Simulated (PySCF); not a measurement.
Be(NMe2)(SeH) (C2H7BeNSe), SMILES [N]([Be][SeH])(C)C.

The structure is a stationary point at ωB97X-D3(BJ)/def2-SVP. The structure was generated by enumeration; whether it is a known compound was not checked. The values are those of a single conformer.

Vertical ionisation energy (IE) and electron affinity (EA) in eV. Rows of orbital energies are one-electron estimates. Where ΔSCF, EOM or ADC give a negative EA the extra electron is unbound and the value depends on the basis.

```tsv
level	IE	EA
−ε(HOMO), −ε(LUMO), r2SCAN/def2-TZVP (PySCF)	5.46	0.57
−ε(HOMO), −ε(LUMO), PBE/def2-TZVP (PySCF)	5.25	1.00
```
